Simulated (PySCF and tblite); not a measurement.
Values are calculated unless marked as measured or tabulated.
C4H9BS2, numbered as in [CH3:1][C@H:2]1[S:3][BH:4][S:5][C@@H:6]1[CH3:7].

Search: ETKDG and KDG, UFF, GFN2-xTB, 200 starts; geometries at GFN2-xTB. Energies: PBE0-D3(BJ)/pcSseg-1, with GFN2-xTB thermal terms (modes under about 100 cm⁻¹ blended into free rotors). Symmetry numbers and mirror images are counted. Conformers within 2.5 kcal/mol (GFN2-xTB free energy) were kept, 4 at most. (PySCF 2.14, tblite 0.8.)

Rotational constants are equilibrium values for the commonest isotopes; dipoles come from the energy level named.

The 5-ring runs over atoms 2–3–4–5–6.

```csv
conformer,shape,symmetry,weight %
1,"5-ring twist (ring torsions 10, 10, -32, 42, -32°)",C2,86.0
2,"5-ring twist (ring torsions -9, -9, 28, -37, 28°)",C2,14.0
```

Sets of constants, in random order:

| set | A (MHz) | B (MHz) | C (MHz) | abs μa (D) | abs μb (D) | abs μc (D) |
| --- | --- | --- | --- | --- | --- | --- |
| P | 2179 | 1770 | 1499 | 0.00 | 2.46 | 0.00 |
| Q | 2153 | 2019 | 1095 | 0.01 | 2.71 | 0.00 |

**Question.** Match each set to its conformer.

**Answer.** P is conformer 1, Q is conformer 2.


Conformer gaps in pcSseg-1 on xTB geometries can be 2 kcal/mol off for S=O, P=O and other polar bonds.